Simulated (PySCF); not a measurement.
**Computed vibrations of [AuH2]−**

[AuH2]− (singlet). PySCF 2.14.0, RKS PBE0, Au def2-SVP with ECP60, H def2-SVP; non-relativistic Hamiltonian with scalar-relativistic core potentials where named; density fitting; no spin-orbit coupling. Central differences of gradients.

```xyz
3

Au    0.0000    0.0000    0.0000
H     0.0000    0.0000    1.6665
H     0.0000    0.0000   -1.6665
```

Run from Python with OMP_NUM_THREADS=2. Where DIIS fails, smearing, a level shift and second-order steps follow.
It took 1.7 s on 2 threads of Arm Neoverse V1, with other jobs on the host.

(1) What are the harmonic wavenumbers and infrared intensities?

(2) Is this a minimum?

Results:

(1) Modes are labelled in D∞h; negative numbers are unstable modes, those under 60 cm⁻¹ near the noise; a finer grid moves soft modes by up to 10 cm⁻¹.
| cm⁻¹ | km/mol | symmetry |
| --- | --- | --- |
| 748 | 75.4 | πu |
| 748 | 75.4 | πu |
| 1650 | 800.8 | σu+ |
| 1962 | 0.0 | σg+ |

(2) Yes. Ideal gas at 298.15 K and 1 bar: S = 214.8 J/(mol K), Cp = 35.5 J/(mol K), H − H(0 K) = 9.2 kJ/mol (rigid rotor, harmonic modes, spin degeneracy alone).
